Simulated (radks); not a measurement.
Values are calculated unless marked as measured or tabulated.
Initial-state core-level shifts of the ytterbium ion Yb+ when its valence configuration changes from [Xe] 4f14 6s1. Code: a radial shooting solver on a logarithmic mesh with Libxc functionals. Model: scalar-relativistic Kohn-Sham, PBE, spin-polarised, spherical densities, finite nucleus; open shells are filled with parallel spins first (spin-orbit coupling, left out, can overturn this in heavy ions); Fermi nuclear charge, rms radius 5.3108 fm. Shifts are changes of the shell-averaged eigenvalues in eV (positive: less bound); the change of the density at the nucleus, which sets a Mossbauer isomer shift, is in e/bohr^3, on a base of 1.085e+06.

valence,1s,2p,3d,4p,density at nucleus
4f13 6s1 6p1,-10.266,-10.741,-11.413,-11.142,+51.7
4f13 5d1 6s1,-6.740,-7.138,-7.855,-7.562,+44.0
4f12 5d1 6s2,-16.772,-17.762,-19.371,-18.520,+164.5
4f13 6s2,-8.937,-9.421,-10.098,-9.819,+107.3
4f12 5d1 6s1 6p1,-18.037,-19.022,-20.631,-19.784,+105.6
4f13.5 5d0.5 6s1,-3.266,-3.452,-3.782,-3.666,+20.9
4f11 5d2 6s2,-25.201,-26.782,-29.512,-27.788,+226.2
4f14 5d1,+1.309,+1.370,+1.344,+1.366,-49.1
4f14 6p1,-1.489,-1.471,-1.452,-1.466,-48.1
